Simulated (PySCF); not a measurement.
PySCF job for C₄H₁₀OSi, SMILES C=C(CC)[SiH2]O, TDA-PBE/def2-SVPD. Coordinates come from a B3LYP-D3(BJ)/def2-SVP optimisation. This is a generated structure with no PubChem entry under its InChIKey; it may be hypothetical. One conformer was computed; it need not be the lowest.

```python
import numpy as np
from pyscf import gto, scf, dft, tdscf

mol = gto.M(
    atom='''
    C     0.28497046    0.64088498    1.40353481
    C     0.32700587    0.03314529    0.20717534
    C     1.60309064   -0.42986944   -0.46536429
    C     2.90282348   -0.17833289    0.29444101
    Si   -1.29263984   -0.27392637   -0.69902304
    O    -2.58246817    0.44148390    0.09119081
    H     1.18217576    0.85515651    1.99363399
    H    -0.66857793    0.94355145    1.84734879
    H     1.66073374    0.04494208   -1.46320610
    H     1.50733788   -1.51152027   -0.68081987
    H     3.76629846   -0.55207994   -0.27702825
    H     3.06122691    0.89673093    0.47585494
    H     2.90260363   -0.68590031    1.27215469
    H    -1.15651979    0.23854310   -2.09993619
    H    -1.60798134   -1.72680893   -0.75304941
    H    -2.59793699    1.40551568    0.10312227
    ''',
    basis='def2-SVPD',
    charge=0,
    spin=0,
    max_memory=1600,
    verbose=4,
)
mf = dft.RKS(mol, xc='pbe').density_fit(auxbasis='def2-universal-jkfit')
mf.grids.level = 3
mf.conv_tol = 1e-9
mf.max_cycle = 100
mf.kernel()
mf.grids = dft.Grids(mol).set(level=1).build(with_non0tab=True)  # coarser grid for the response kernel
td = tdscf.TDA(mf)
td.singlet = True
td.nstates = 6
td.conv_tol = 1e-4
td.positive_eig_threshold = 1e-6
td.kernel(x0=td.get_init_guess(mf, 11))
td.analyze()
tt = tdscf.TDA(mf)
tt.singlet = False
tt.nstates = 2
tt.conv_tol = 1e-4
tt.positive_eig_threshold = 1e-6
tt.kernel(x0=tt.get_init_guess(mf, 7))
tt.analyze(verbose=3)
```

Log of the run:

```
PySCF version 2.14.0

[INPUT] verbose = 4
[INPUT] num. atoms = 16
[INPUT] num. electrons = 56
[INPUT] charge = 0
[INPUT] spin (= nelec alpha-beta = 2S) = 0
[INPUT] symmetry False subgroup None
[INPUT] Mole.unit = angstrom
[INPUT] Symbol           X                Y                Z      unit          X                Y                Z       unit  Magmom
[INPUT]  1 C      0.284970460000   0.640884980000   1.403534810000 AA    0.538516122991   1.211097089547   2.652296397193 Bohr   0.0
[INPUT]  2 C      0.327005870000   0.033145290000   0.207175340000 AA    0.617951535425   0.062635520419   0.391504652364 Bohr   0.0
[INPUT]  3 C      1.603090640000  -0.429869440000  -0.465364290000 AA    3.029402262454  -0.812335510920  -0.879411056253 Bohr   0.0
[INPUT]  4 C      2.902823480000  -0.178332890000   0.294441010000 AA    5.485541365157  -0.337000321102   0.556412868740 Bohr   0.0
[INPUT]  5 Si    -1.292639840000  -0.273926370000  -0.699023040000 AA   -2.442735275302  -0.517645817596  -1.320962100361 Bohr   0.0
[INPUT]  6 O     -2.582468170000   0.441483900000   0.091190810000 AA   -4.880157566707   0.834283659405   0.172325655977 Bohr   0.0
[INPUT]  7 H      1.182175760000   0.855156510000   1.993633990000 AA    2.233988417500   1.616011597539   3.767422233724 Bohr   0.0
[INPUT]  8 H     -0.668577930000   0.943551450000   1.847348790000 AA   -1.263429180629   1.783053824936   3.490983269647 Bohr   0.0
[INPUT]  9 H      1.660733740000   0.044942080000  -1.463206100000 AA    3.138331934425   0.084928222668  -2.765058792793 Bohr   0.0
[INPUT] 10 H      1.507337880000  -1.511520270000  -0.680819870000 AA    2.848455770383  -2.856359342029  -1.286563094462 Bohr   0.0
[INPUT] 11 H      3.766298460000  -0.552079940000  -0.277028250000 AA    7.117272592771  -1.043279885466  -0.523507521268 Bohr   0.0
[INPUT] 12 H      3.061226910000   0.896730930000   0.475854940000 AA    5.784880465049   1.694575865127   0.899235511621 Bohr   0.0
[INPUT] 13 H      2.902603630000  -0.685900310000   1.272154690000 AA    5.485125908868  -1.296163734654   2.404023952181 Bohr   0.0
[INPUT] 14 H     -1.156519790000   0.238543100000  -2.099936190000 AA   -2.185505660739   0.450781127905  -3.968304278163 Bohr   0.0
[INPUT] 15 H     -1.607981340000  -1.726808930000  -0.753049410000 AA   -3.038644346011  -3.263195947153  -1.423057143165 Bohr   0.0
[INPUT] 16 H     -2.597936990000   1.405515680000   0.103122270000 AA   -4.909389399977   2.656039698982   0.194872847643 Bohr   0.0

nuclear repulsion = 292.926782527353
number of shells = 91
number of NR pGTOs = 295
number of NR cGTOs = 207
basis = def2-SVPD
ecp = {}


[settings echo left out]
init E= -522.595196015699
  HOMO = -0.311844954915796  LUMO = -0.1109834501854  gap/eV = 5.46572
cycle= 1 E= -522.304995274409  delta_E= 0.29  |g|= 0.883  |ddm|= 6.56
  HOMO = -0.098734360065754  LUMO = 0.000275809200355859  gap/eV = 2.69420
cycle= 2 E= -521.67188633323  delta_E= 0.633  |g|= 1.92  |ddm|= 3.32
  HOMO = -0.219283300518171  LUMO = -0.032427583825692  gap/eV = 5.08460
cycle= 3 E= -522.462796840692  delta_E= -0.791  |g|= 0.244  |ddm|= 2.32
  HOMO = -0.24596543170309  LUMO = -0.0523259959622098  gap/eV = 5.26920
cycle= 4 E= -522.475224902864  delta_E= -0.0124  |g|= 0.109  |ddm|= 0.517
  HOMO = -0.237302736645633  LUMO = -0.0444063521021314  gap/eV = 5.24898
cycle= 5 E= -522.47780293613  delta_E= -0.00258  |g|= 0.0464  |ddm|= 0.24
  HOMO = -0.236709386054486  LUMO = -0.0441481963825208  gap/eV = 5.23986
cycle= 6 E= -522.478275826503  delta_E= -0.000473  |g|= 0.0193  |ddm|= 0.0817
  HOMO = -0.237251246889888  LUMO = -0.0445221933386546  gap/eV = 5.24442
cycle= 7 E= -522.478384958687  delta_E= -0.000109  |g|= 0.00269  |ddm|= 0.0371
  HOMO = -0.237082682685524  LUMO = -0.0443881661105401  gap/eV = 5.24348
cycle= 8 E= -522.478386950442  delta_E= -1.99e-06  |g|= 0.000816  |ddm|= 0.00722
  HOMO = -0.237137672052111  LUMO = -0.0444345113905333  gap/eV = 5.24372
cycle= 9 E= -522.478387107637  delta_E= -1.57e-07  |g|= 0.000251  |ddm|= 0.00144
  HOMO = -0.237121627016017  LUMO = -0.044419650197848  gap/eV = 5.24369
cycle= 10 E= -522.478387124049  delta_E= -1.64e-08  |g|= 5.02e-05  |ddm|= 0.000572
  HOMO = -0.237131232691789  LUMO = -0.0444289410001959  gap/eV = 5.24370
cycle= 11 E= -522.478387124545  delta_E= -4.96e-10  |g|= 3.3e-05  |ddm|= 0.000179
  HOMO = -0.237127779383493  LUMO = -0.0444256137835115  gap/eV = 5.24369
cycle= 12 E= -522.478387124843  delta_E= -2.98e-10  |g|= 6.7e-06  |ddm|= 8.43e-05
  HOMO = -0.237127513109802  LUMO = -0.0444253913833386  gap/eV = 5.24369
Extra cycle  E= -522.478387124831  delta_E= 1.21e-11  |g|= 1.08e-05  |ddm|= 2.9e-05
converged SCF energy = -522.478387124831
tot grids = 57032
Overwritten attributes  positive_eig_threshold  of <class 'pyscf.tdscf.rks.TDA'>


******** <class 'pyscf.tdscf.rks.TDA'> for <class 'pyscf.df.df_jk.DFRKS'> ********
nstates = 6 singlet
deg_eia_thresh = 1.000e-03
wfnsym = None
conv_tol = 0.0001
eigh lindep = 1e-12
eigh level_shift = 0
eigh max_cycle = 100


Excitation energies (eV)
[5.71793535 5.85141862 6.19998727 6.47258844 6.49606312 6.88010595]

** Singlet excitation energies and oscillator strengths **
Excited State   1:      5.71794 eV    216.83 nm  f=0.0061
      28 -> 29        0.12031
      28 -> 30       -0.69256
Excited State   2:      5.85142 eV    211.89 nm  f=0.0077
      27 -> 29        0.69013
Excited State   3:      6.19999 eV    199.97 nm  f=0.0036
      27 -> 30       -0.70306
Excited State   4:      6.47259 eV    191.55 nm  f=0.0041
      26 -> 29        0.11132
      28 -> 31        0.69349
Excited State   5:      6.49606 eV    190.86 nm  f=0.0487
      26 -> 29        0.65253
      28 -> 29       -0.17370
      28 -> 31       -0.13108
Excited State   6:      6.88011 eV    180.21 nm  f=0.0563
      23 -> 29        0.11190
      26 -> 29        0.16103
      26 -> 30       -0.53736
      27 -> 31        0.20319
      28 -> 29        0.29041
      28 -> 32       -0.11636

** Transition electric dipole moments (AU) **
state          X           Y           Z        Dip. S.      Osc.
  1         0.1160     -0.1493      0.0881      0.0435      0.0061
  2        -0.0752      0.0871     -0.2006      0.0535      0.0077
  3        -0.0993     -0.0926     -0.0729      0.0237      0.0036
  4        -0.0413     -0.0846     -0.1304      0.0259      0.0041
  5        -0.2315     -0.3001     -0.4033      0.3063      0.0487
  6        -0.0283      0.2254      0.5316      0.3342      0.0563

** Transition velocity dipole moments (imaginary part, AU) **
state          X           Y           Z        Dip. S.      Osc.
  1         0.0160     -0.0372      0.0087      0.0017      0.0054
  2        -0.0182     -0.0179     -0.0026      0.0007      0.0020
  3        -0.0259     -0.0088     -0.0202      0.0012      0.0034
  4        -0.0069      0.0027     -0.0135      0.0002      0.0007
  5        -0.0420     -0.0170     -0.0359      0.0033      0.0093
  6        -0.0046      0.0036      0.0241      0.0006      0.0016

** Transition magnetic dipole moments (imaginary part, AU) **
state          X           Y           Z
  1        -0.5947      0.0057      0.1409
  2        -0.1172      0.2734      0.3729
  3         0.2525      0.3916     -0.2527
  4        -0.5489      0.0688     -0.0848
  5         0.2691     -0.1688     -0.2480
  6         0.5075      0.3524      0.3777


******** <class 'pyscf.tdscf.rks.TDA'> for <class 'pyscf.df.df_jk.DFRKS'> ********
nstates = 2 triplet
deg_eia_thresh = 1.000e-03
wfnsym = None
conv_tol = 0.0001
eigh lindep = 1e-12
eigh level_shift = 0
eigh max_cycle = 100


Excitation energies (eV)
[4.29798858 5.42355969]

** Triplet excitation energies and oscillator strengths **
Excited State   1:      4.29799 eV    288.47 nm  f=0.0000
Excited State   2:      5.42356 eV    228.60 nm  f=0.0000
```

The calculation finished and met its thresholds.
